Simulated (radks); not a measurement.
Results of a calculation; reference values are marked as such.
Question: The mean radii <r> (bohr) of the occupied orbitals of an atom or ion are listed with their occupations. Code: a radial shooting solver on a logarithmic mesh with Libxc functionals. Model: scalar-relativistic Kohn-Sham, Slater X-alpha with alpha = 0.667, spin-polarised, spherical densities, point nucleus.

| orbital | occ. | <r> |
|---|---|---|
| 1s down | 1 | 0.01933 |
| 1s up | 1 | 0.01933 |
| 2s up | 1 | 0.08188 |
| 2s down | 1 | 0.08188 |
| 2p up | 3 | 0.07294 |
| 2p down | 3 | 0.07294 |
| 3s down | 1 | 0.2128 |
| 3s up | 1 | 0.2128 |
| 3p down | 3 | 0.2125 |
| 3p up | 3 | 0.2125 |
| 3d up | 5 | 0.1925 |
| 3d down | 5 | 0.1925 |
| 4s down | 1 | 0.4782 |
| 4s up | 1 | 0.4782 |
| 4p down | 3 | 0.5082 |
| 4p up | 3 | 0.5082 |
| 4d up | 5 | 0.5479 |
| 4d down | 5 | 0.5478 |
| 5s up | 1 | 1.173 |
| 5s down | 1 | 1.170 |
| 5p up | 3 | 1.401 |
| 5p down | 3 | 1.395 |
| 4f up | 7 | 0.7284 |
| 4f down | 7 | 0.7244 |
| 6s up | 1 | 3.641 |
| 6s down | 1 | 3.742 |
| 5d up | 1 | 2.997 |

Name the element and its charge. Open shells, if any, are filled with parallel spins first.

Answer: Z = 71, lutetium, charge 0: Lu in [Xe] 4f14 5d1 6s2. The 1s radius gives Z: for a bare nucleus <r> = (2 gamma + 1)/(2Z) with gamma = sqrt(1 - (Z/c)^2), 0.01909 bohr for Z = 71, and screening makes it slightly larger (0.01933 here). The occupations add up to 71, and the charge is Z minus that.
